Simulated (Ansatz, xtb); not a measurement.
## Isomers of C5H7NSe in order of energy

4 gas-phase structures of C5H7NSe, from a drawn sample of its isomers (lower ones may exist). Each was relaxed with GFN2-xTB:

A. `CNc1cc[se]c1`, a singlet
B. `CCc1cn[se]c1`, a singlet
C. `Cc1c[se]nc1C`, a singlet
D. `[H]/N=C/C1=CCC[Se]1`, a singlet

Make a reasoned guess at their ranking by r2SCAN-D4/def2-SVP single-point energy.

Calculated order at r2SCAN-D4/def2-SVP: C (0.0), B (25.2), A (39.6), D (71.1) kJ/mol.

Energies above the lowest of each column, in kJ/mol; the last columns are at B3LYP-D3(BJ)/def2-SVP geometries (a dash: not run or not comparable):

```
structure  GFN2-xTB  HF/STO-3G  r2SCAN-D4/def2-SVP  B3LYP-D3(BJ)/def2-SVP  CCSD(T)/def2-SVP + ΔMP2/def2-TZVPP
        C       0.0        0.0                 0.0                    0.0                                 0.0
        B      24.3       20.0                25.2                   22.4                                20.4
        A      70.5       72.5                39.6                   39.6                                54.4
        D     128.6       97.9                71.1                   56.2                                   –
```

Every level run on C puts it lowest or level with the lowest. Flexible structures stand in one conformer each, not always the lowest. Frequencies (GFN2-xTB) were run for A, B, C alone. ΔMP2 is the change of the MP2 energy from the smaller to the larger basis.

Over these structures GFN2-xTB departs from r2SCAN-D4/def2-SVP by 22.3 kJ/mol on average once a common shift is removed. A GFN2-xTB relaxation took about 0.11 s and the r2SCAN-D4/def2-SVP energy about 2.5 s on a shared host (Ansatz 0.2.0, xtb 6.7.1).
